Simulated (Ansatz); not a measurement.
Consider the formal exchange of groups at the Si–Al bond: `O=[CH][Al]([OH])[SiH3]` + `C=C(N)N` → `C=C(N)[SiH3]` + `[NH2][Al]([OH])[CH]=O`.

Program: Ansatz. Geometries: PBE0-D4/def2-TZVP. ΔE: electronic, gas phase. CBS: MP2 limit from def2 TZ/QZ plus the TZ coupled-cluster correction, frozen cores. Functionals use def2-TZVPP. B3LYP here is the variant with VWN-RPA as its local correlation; programs differ in this. One conformer a species, not always the lowest.

`O=[CH][Al]([OH])[SiH3]`:

Z-matrix (Å, degrees):
```
Si
Al 1 2.442
H 1 1.489 2 111.7
H 1 1.490 2 110.5 3 120.4
H 1 1.490 2 110.5 3 -120.4
C 2 2.025 1 117.3 3 179.5
O 2 1.695 1 120.3 3 -0.6
O 6 1.213 2 114.5 1 0.4
H 6 1.120 2 127.6 1 -179.6
H 7 0.955 2 126.5 1 -179.9
```

`C=C(N)N`:

Z-matrix (Å, degrees):
```
C
C 1 1.340
H 1 1.081 2 121.0
H 1 1.081 2 121.0 3 180.0
N 2 1.391 1 124.4 3 9.5
N 2 1.391 1 124.4 3 -170.5
H 5 1.011 2 113.1 1 -134.3
H 5 1.007 2 113.4 1 -5.7
H 6 1.008 2 113.5 1 -5.7
H 6 1.010 2 113.1 1 -134.3
```

`C=C(N)[SiH3]`:

```xyz
11

C    -0.587    1.315   -0.592
C    -0.061    0.335    0.154
N     0.278    0.480    1.490
Si    0.114   -1.380   -0.581
H    -0.898    1.132   -1.611
H    -0.736    2.319   -0.202
H     1.033   -0.094    1.827
H     0.335    1.429    1.830
H    -0.824   -2.336    0.065
H     1.497   -1.885   -0.340
H    -0.150   -1.315   -2.038
```

`[NH2][Al]([OH])[CH]=O`:

```xyz
9

N     1.142    0.458   -1.016
Al    0.078   -0.366    0.116
O     0.278   -1.938    0.709
C    -1.507    0.707    0.730
O    -1.620    1.829    0.285
H     0.953    1.399   -1.322
H     1.982    0.108   -1.443
H     0.983   -2.544    0.495
H    -2.287    0.346    1.446
```

| level | ΔE (kcal/mol) | difference from CCSD(T)/CBS |
| --- | --- | --- |
| PBE-D4 | -21.9 | 6.0 |
| r2SCAN-D4 | -25.5 | 2.4 |
| B3LYP-D4 | -26.7 | 1.2 |
| BHLYP-D4 | -27.3 | 0.6 |
| PBE | -21.4 | 6.5 |
| B3LYP | -25.9 | 2.0 |
| r2SCANh | -25.4 | 2.5 |
| RPA@PBE/def2-TZVPP | -26.0 | 1.9 |
| CCSD(T)/def2-TZVPP | -27.0 | 0.9 |
| HF/def2-QZVPP | -27.4 | 0.5 |
| CCSD(T)/CBS | -27.9 | 0 |

Largest T1 diagnostic among the species: 0.016.

The D4 term adds −0.8 kcal/mol with B3LYP and −0.4 kcal/mol with PBE0; it sums over pairs of atoms, weighted by their polarisabilities, and B3LYP, whose exchange is more repulsive, gets the larger term. From PBE to PBE0 (25 % exact exchange), in def2-TZVPP and without D4, ΔE moves by −0.8 kcal/mol.
